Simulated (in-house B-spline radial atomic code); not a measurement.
## Nb IX (Nb8+): [Ar] 3d10 4s2 4p3

All numbers are computed (Dirac-Kohn-Sham LDA VWN5, spherical fractional occupations; Fermi nucleus of rms radius 4.324 fm) with a B-spline radial code for spherical atoms, not measured.

Z_r = [3n² - l(l+1)]/(2<r>); Z_e = n√(-2ε); the last column is Slater's effective charge. Values are occupation-weighted means over j. An effective charge above Z reflects the relativistic contraction of the inner shells.

| shell | electrons | ε (eV) | <r> (bohr) | Z_r | Z_e | Slater |
| --- | --- | --- | --- | --- | --- | --- |
| 1s | 2 | -18909 | 0.03613 | 41.51 | 37.28 | 40.70 |
| 2s | 2 | -2760.9 | 0.1579 | 38.00 | 28.49 | 36.85 |
| 2p | 6 | -2483.2 | 0.1376 | 36.33 | 27.02 | 36.85 |
| 3s | 2 | -569.08 | 0.4426 | 30.50 | 19.40 | 29.75 |
| 3p | 6 | -477.97 | 0.4443 | 28.13 | 17.78 | 29.75 |
| 3d | 10 | -328.03 | 0.4295 | 24.45 | 14.73 | 19.85 |
| 4s | 2 | -176.24 | 1.07 | 22.44 | 14.40 | 14.30 |
| 4p | 3 | -149.37 | 1.145 | 20.09 | 13.25 | 14.30 |

The least bound orbital is 4p3/2 at -148.4 eV, and it is also the most diffuse (<r> = 1.151 bohr).

Spin-orbit splittings of the orbital energies (j = l + 1/2 above j = l - 1/2 when positive): 2p 95.67 eV, 3p 15.64 eV, 3d 2.935 eV, 4p 2.872 eV.

For the 1s electron the small component carries 2.23 % of the norm, the zero-frequency Breit interaction raises the level by 35.72 eV, self-energy by 19.44 eV, and vacuum polarisation lowers it by 2.208 eV.
